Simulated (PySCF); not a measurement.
Atoms are numbered as in `[CH2:1]=[CH:2][n:3]1[n:4][c:5]([CH3:6])[c:7]([CH:8]2[CH2:9][CH2:10]2)[n:11]1`. Hydrogens are named by the atom that carries them. Ha(C9), Ha(C10) are cis to C7 on the ring; Ha(C1) is cis to N3; Hb(C9), Hb(C10) are trans to C7 on the ring; Hb(C1) is trans to N3.

Theory: PBE0/pcSseg-1 with gauge-including orbitals, geometry from GFN2-xTB, in PySCF 2.14.0 with density-fitted response routines (equivalent nuclei averaged, gas phase, one computed conformer, relativity neglected).

Scale: 13C (σref 186.93) against TMS (reference shieldings calculated alike).

Q: Do the 13C shifts follow the atomic charges (in e)? Tabulate both.

A: 
| atoms | hybridisation | δ (ppm) | σ para (ppm) | Hirshfeld | IAO | Mulliken | ESP-fitted |
| --- | --- | --- | --- | --- | --- | --- | --- |
| C7 | sp2 | 156.9 | -224 | +0.03 | +0.07 | +0.17 | -0.12 |
| C5 | sp2 | 147.6 | -220 | +0.03 | +0.06 | -0.02 | +0.58 |
| C2 | sp2 | 139.1 | -199 | -0.00 | -0.05 | +0.13 | -0.27 |
| C1 | sp2 | 105.4 | -175 | -0.11 | -0.34 | -0.18 | -0.43 |
| C9/C10 | sp3 | 14.3 | -81 | -0.08 | -0.28 | -0.16 | -0.28 |
| C6 | sp3 | 12.2 | -73 | -0.12 | -0.44 | -0.13 | -0.55 |
| C8 | sp3 | 8.9 | -70 | -0.04 | -0.15 | -0.30 | -0.10 |

Correlation coefficients of δ with charge over these carbons: Hirshfeld +0.71, IAO +0.74, Mulliken +0.81, ESP-fitted +0.46; with the paramagnetic shielding -1.00. Among the 4 sp2 carbons alone: Hirshfeld +0.99, IAO +0.99, Mulliken +0.85, ESP-fitted +0.57. With so few points, grouped by hybridisation, these coefficients are fragile. Charge is one influence among several: hybridisation and low-lying excitations act through the paramagnetic term.

Shifts are as computed. Against solution values, carbons near 30 ppm lie about +3 ppm off and those near 130 ppm about +5 ppm. Of 1211 compounds with measured shifts, 218 miss one by over three times the rms of a fit or turn the order of signals round; such compounds aren't used in these exercises.
